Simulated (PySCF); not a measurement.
# Hartree-Fock beside MP2: AlBClH2O cation

All numbers below are calculated, not measured. The program is PySCF 2.14.0, an open-source quantum chemistry code, run on an isolated molecule that a program drew, which may never have been made. The molecule is AlBClH2O cation (charge +1, singlet), drawn as the SMILES string `[OH][Al+][BH]Cl`.

The geometry was optimised and harmonic frequencies were computed with HF and MP2, all in the cc-pV(D+d)Z basis, for the commonest isotopes, with a restricted reference for singlets and an unrestricted one otherwise, and a frozen core in MP2. Each result is a local minimum of its method.

Geometry at the HF minimum:
```xyz
6
AlBClH2O cation, angstrom
O     0.5102    0.9180   -2.3832
Al   -0.1251    0.7710   -0.9215
B    -0.9716    0.5757    1.0829
Cl    0.0581    0.9319    2.4018
H     0.8920    1.0066   -3.2403
H    -2.1010    0.2340    1.1907
```

Lengths of the bonds as drawn, in Å (atoms numbered as above):
```
  bond     HF    MP2
O1-Al2  1.601  1.620
Al2-B3  2.185  2.180
B3-Cl4  1.711  1.703
 O1-H5  0.942  0.960
 B3-H6  1.185  1.196
```

Rotational constants, in GHz:
| constant | HF | MP2 |
|---|---|---|
| A | 25.99 | 25.8 |
| B | 1.521 | 1.519 |
| C | 1.437 | 1.434 |

Harmonic frequencies in cm^-1, each column in rising order, so a row needn't be the same motion in every method:
| rank | HF | MP2 |
|---|---|---|
| 1 | 87 | 73 |
| 2 | 145 | 123 |
| 3 | 231 | 214 |
| 4 | 368 | 285 |
| 5 | 375 | 286 |
| 6 | 489 | 477 |
| 7 | 716 | ? |
| 8 | 925 | 928 |
| 9 | 1051 | 1017 |
| 10 | 1099 | 1057 |
| 11 | 2838 | 2753 |
| 12 | 4234 | 3988 |

**Estimate the missing MP2 frequency from the HF column.**

A single factor s that minimises the squared misfit of MP2 against s times HF over the other rows is sum(HF x MP2) / sum(HF^2) = 0.9516, with an rms misfit of 39 cm^-1. For rank 7 it gives 0.9516 x 716 = 681 cm^-1. The calculation gives 685 cm^-1, 4 cm^-1 above the estimate. The drawn bonds are on average 0.7 % longer in MP2 than in HF.
